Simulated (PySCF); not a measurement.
C₃H₃ (SMILES C#C[CH2]), doublet, at a GFN2-xTB geometry. Base run: M062X/6-31G* run with PySCF.

Input for PySCF:
```python
from pyscf import gto, scf, dft

mol = gto.M(
    atom='''
C     0.00115726    0.01003220    0.11038988
C     0.01388675    0.12038277    1.32463807
C    -0.01295680   -0.11232118   -1.23593195
H     0.02483153    0.21526197    2.36864642
H     0.90225786   -0.24555186   -1.78366465
H    -0.93961264   -0.07827287   -1.77955781
''',
    basis='6-31g*',
    spin=1,
    verbose=4,
)

mf = dft.UKS(mol)
mf.xc = 'm062x'
mf.kernel()
```

The base run was repeated with changes; each row names its change, and settings that it needs were set with it.

```csv
change,ΔE vs base (mEh),grid points,electrons on the grid
base,0.000,71784,21.00000
grids.level = 0,-49.160,5120,21.01466
"grids.atom_grid = (150, 974)",-0.016,483840,21.00000
"grids.atom_grid = (50, 194)",0.039,39552,20.99998
grids.radi_method = gauss_chebyshev,-0.007,69624,21.00000
"grids.atom_grid = (30, 110)",1.546,14760,21.00014
small_rho_cutoff = 0,0.000,71784,21.00000
grids.prune = dft.gen_grid.sg1_prune,-0.064,31896,20.99998
grids.radi_method = delley,-0.003,76320,21.00000
"grids.atom_grid = (75, 302)",-0.001,86872,21.00000
grids.level = 7,-0.017,409992,21.00000
```

Open shells are given as the SCF converged; they aren't shown to be the lowest states, and a large step between rows can be another state.
